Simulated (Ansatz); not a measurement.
```yaml
crystal:
  periodic: [false, false, false]
  atoms:
    - {symbol: As, position_ang: [0.082327, -1.846935, -1.620675]}
    - {symbol: B, position_ang: [-1.599087, -0.924057, -0.874552]}
    - {symbol: B, position_ang: [0.139388, -1.959185, 1.925961]}
    - {symbol: As, position_ang: [-1.421139, -0.821145, 1.208327]}
    - {symbol: As, position_ang: [-1.559041, 0.993587, -1.620622]}
    - {symbol: B, position_ang: [-1.628536, 1.099198, 1.925694]}
    - {symbol: B, position_ang: [1.847186, -1.001216, -0.966025]}
    - {symbol: As, position_ang: [1.894020, -1.314489, 1.084034]}
    - {symbol: As, position_ang: [1.747919, 1.010138, -1.408743]}
    - {symbol: B, position_ang: [0.054859, 2.100383, -0.965740]}
    - {symbol: As, position_ang: [-0.193180, 2.297092, 1.084342]}
    - {symbol: H, position_ang: [0.078959, -3.310543, -1.284484]}
    - {symbol: H, position_ang: [0.076072, -1.893672, -3.127410]}
    - {symbol: H, position_ang: [-2.595724, -1.499926, -1.239941]}
    - {symbol: H, position_ang: [0.024671, -3.093630, 1.500592]}
    - {symbol: H, position_ang: [0.208931, -1.859017, 3.129815]}
    - {symbol: H, position_ang: [-2.657630, -1.535944, 1.680253]}
    - {symbol: H, position_ang: [-1.602436, 1.011613, -3.127355]}
    - {symbol: H, position_ang: [-2.828850, 1.721447, -1.284547]}
    - {symbol: H, position_ang: [-2.668485, 1.566247, 1.499728]}
    - {symbol: H, position_ang: [-1.507598, 1.109516, 3.129601]}
    - {symbol: H, position_ang: [2.812240, -1.474136, -1.518474]}
    - {symbol: H, position_ang: [3.004591, -2.298231, 1.323951]}
    - {symbol: H, position_ang: [2.503443, -0.087084, 1.715701]}
    - {symbol: H, position_ang: [2.030638, 1.173710, -2.879022]}
    - {symbol: H, position_ang: [2.945032, 1.701866, -0.813261]}
    - {symbol: H, position_ang: [0.126934, 3.172738, -1.518049]}
    - {symbol: H, position_ang: [1.174391, 2.210991, 1.716205]}
    - {symbol: H, position_ang: [-0.489892, 3.750675, 1.324687]}
basis:
  gaussian: {orbitals: def2-TZVP, initial_orbitals: start.molden}
total_charge: 1
hamiltonian: {xc: pbe0, dispersion: d4}
scf: {omitted_lower_state_checks: [starts]}
output: {orbitals: {seedname: orbitals}}
```

The file start.molden holds the orbitals of an earlier run on this structure, at another level or in another basis.

```sh
$ ansatz run in.yaml --threads 4 --pin off --events-out ev --progress --plain --max-ram 6963MiB
```

(1) Does this run fit into the memory that it is given?

Results:

(1) No. It has 551 basis functions, and Ansatz plans for 10 GiB where 7 GiB are given.
